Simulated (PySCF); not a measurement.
## Calculated properties of `FC(F)OBOC(F)(F)F`

Compound: C₂H₂BF₅O₂.
Bonds: F1–C2, C2–F3, C2–O4, O4–B5, B5–O6, O6–C7, C7–F8, C7–F9, C7–F10. Hydrogens: H11 on C2; H12 on B5.

Some functional groups and rings: CF3 group, C–F bond and three-coordinate boron.

From PBE0-D3(BJ)/def2-SVP geometry optimisation, gas phase (PySCF):

```yaml
Point_group: C1
Rotational_constants_A_B_C: 3.114, 0.600, 0.574 GHz
```

CAM-B3LYP/def2-SVPD ground state, ΔSCF and vertical TDDFT (core frozen in the response) (PySCF):

```yaml
Dipole_moment: 1.20 D
HOMO_energy: -12.06 eV
LUMO_energy: 0.36 eV
HOMO–LUMO_gap: 12.42 eV
Lowest_singlet_excitation: 8.37 eV (148 nm, f = 0.022)
Strongest_line_among_the_10_lowest_singlet_transitions: S2 at 9.17 eV (135 nm, f = 0.180)
Lowest_triplet_excitation_Tamm–Dancoff: 7.59 eV
Static_isotropic_polarisability: 50.6 au
Vertical_ionisation_energy: 13.08 eV
Electronic_spatial_extent_⟨r²⟩_about_the_centre_of_nuclear_charge: 1753 bohr²
```

**PBE/pcSseg-1 ground state and GIAO shieldings, non-relativistic (PySCF)**

```yaml
13C_chemical_shifts_computed_TMS_as_zero_by_class: 131.8 (C7), 120.9 (C2) ppm
1H_chemical_shifts_computed_TMS_as_zero_by_class: 6.87 (H11), 4.76 (H12) ppm
Isotropic_shieldings_of_nuclei_other_than_C_and_H_by_class: 72 (B5), 109 (O4), 110 (O6), 227 (F8/F9/F10), 253 (F1/F3) ppm
```

B3LYP/pcJ-1 indirect spin-spin coupling, non-relativistic, gas phase; spin–dipole term left out for some pairs (PySCF):

```yaml
Largest_of_the_computed_one-bond_spin–spin_couplings_means_over_like_bonds: 19F–13C -335.6 (F8–C7 and 2 like it), 19F–13C -326.6 (F1–C2 and 1 like it), 13C–1H +225.4 (C2–H11), 11B–1H +199.1 (B5–H12), 17O–11B -9.8 (O6–B5), 17O–11B -7.6 (O4–B5) Hz
```

Monoisotopic mass from the formula: 164.0068 u.

The largest Löwdin shares of the HOMO are 0.26 on O4, 0.13 on O6, 0.13 on B5 and 0.12 on C2. In wavenumbers S1 is 67500 cm⁻¹ (1 eV = 8065.54 cm⁻¹). The polarisability is 7.50 Å³ as a volume (1 au = 0.148185 Å³), or 0.63 au for each of the 80 electrons. S1 lies 4.05 eV below the HOMO–LUMO gap; its leading configuration is HOMO→LUMO, weight 0.82.

 NMR classes are plain means over equivalent atoms (diastereotopic ones count apart unless rotation or inversion swaps them), as if these changed places fast; in this geometry the members of some classes differ.

The values belong to the conformer `[F:1][CH:2]([F:3])[O:4][BH:5][O:6][C:7]([F:8])([F:9])[F:10]`: F1–C2–O4–B5 -166°, C2–O4–B5–O6 2°, O4–B5–O6–C7 -179°, B5–O6–C7–F8 -59°.
